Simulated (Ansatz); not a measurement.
Total energies of C₂H₇BSe.

Z-matrix (Å, degrees):
```
B
Se 1 2.193
C 1 1.554 2 61.2
H 1 1.198 2 107.5 3 -115.0
H 1 1.197 2 107.9 3 113.8
C 2 1.941 1 100.0 3 91.1
H 3 1.087 1 122.3 2 -102.6
H 3 1.086 1 121.1 2 102.6
H 6 1.088 2 109.8 1 -120.9
H 6 1.089 2 107.5 1 119.4
H 6 1.088 2 108.4 1 0.7
```

Charge 0, multiplicity 1. Correlated methods include outer-core shells of Se, which these sets cover unevenly. Scalar relativity is left out up to krypton. The bonds changed during the relaxation, so this is another structure than the one it started from. All single points use the PBE0-D4/def2-TZVP geometry. It is one conformer, not always the lowest. Basis def2-TZVPP, the Gaussian-basis code of Ansatz.

RPA on PBE orbitals: Hartree–Fock energy of these orbitals -2504.30771 Eh, correlation -1.23392 Eh (frozen core).

| functional | energy without D4 (Eh) | D4 term (kJ/mol) |
| --- | --- | --- |
| B3LYP | -2506.90014 | -35.9 |
| B2PLYP | -2506.36689 | – |

Give the same for LDA (SPW92), PBE, revPBE, BLYP, r2SCAN, B97M-V, PBE0, r2SCANh, r2SCAN0, HSE06 (plane-wave form), BHLYP, CAM-B3LYP, LC-ωPBE, ωB97X-V, ωB97M-V, PBE-QIDH. (Estimate.)

Computed: 
```tsv
functional	energy without D4 (Eh)	D4 term (kJ/mol)
LDA (SPW92)	-2502.37040	–
PBE	-2506.33217	-22.1
revPBE	-2506.62376	-69.3
BLYP	-2506.81981	-49.4
r2SCAN	-2506.77334	-5.2
B97M-V	-2506.42894	–
PBE0	-2506.43280	-18.5
r2SCANh	-2506.76720	-5.5
r2SCAN0	-2506.75908	-6.1
HSE06 (plane-wave form)	-2506.42864	-17.2
BHLYP	-2506.77075	-27.3
CAM-B3LYP	-2506.90553	-18.7
LC-ωPBE	-2506.45424	–
ωB97X-V	-2506.60409	–
ωB97M-V	-2506.64906	–
PBE-QIDH	-2506.10236	–
```

B3LYP takes the VWN-RPA correlation (the form of Gaussian; ORCA's B3LYP/G). HSE06 is the plane-wave form, built on full-range PBE exchange. The double hybrids freeze the cores in their second-order part.

LC-ωPBE has ω = 0.4 bohr⁻¹.
